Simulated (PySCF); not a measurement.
Isomers of C4H6F3N, one GFN2-xTB conformer each. Single-point energies are computed at PBE0/pcSseg-1 (PySCF, gas phase, no added dispersion term), electronic only.

```
         SMILES  GFN2-xTB relative energy (kJ/mol)
C/C=N/CC(F)(F)F                                0.0
NC/C=C\C(F)(F)F                               60.7
```

Conformers: `[CH3:1]/[CH:2]=[N:3]/[CH2:4][C:5]([F:6])([F:7])[F:8]` with C2–N3–C4–C5 110°; `[NH2:1][CH2:2]/[CH:3]=[CH:4]\[C:5]([F:6])([F:7])[F:8]` with H–N1–C2–C3 -64° and 56°, N1–C2–C3–C4 109°.

**Question.** What does PBE0/pcSseg-1 give for the same structures?

**Answer.** 
| SMILES | PBE0/pcSseg-1 E (Eh) | PBE0/pcSseg-1 (kJ/mol) | GFN2-xTB (kJ/mol) | point group |
| --- | --- | --- | --- | --- |
| C/C=N/CC(F)(F)F | -509.73693 | 0.0 | 0.0 | C1 |
| NC/C=C\C(F)(F)F | -509.72360 | 35.0 | 60.7 | C1 |

Both levels put the same isomer lowest. As drawn, the lower has a C=N bond, which the higher lacks; the higher has an N–H bond and a C=C bond outside aromatic rings, which the lower lacks.

**Question.** Which frontier levels, dipoles and rotational constants go with these structures?

**Answer.** 
| SMILES | HOMO (eV, PBE0/pcSseg-1) | LUMO (eV) | dipole (D) | A, B, C (MHz) |
| --- | --- | --- | --- | --- |
| C/C=N/CC(F)(F)F | -7.66 | -0.40 | 3.21 | 4583, 1060, 1052 |
| NC/C=C\C(F)(F)F | -7.17 | -0.84 | 2.97 | 3913, 1236, 1183 |
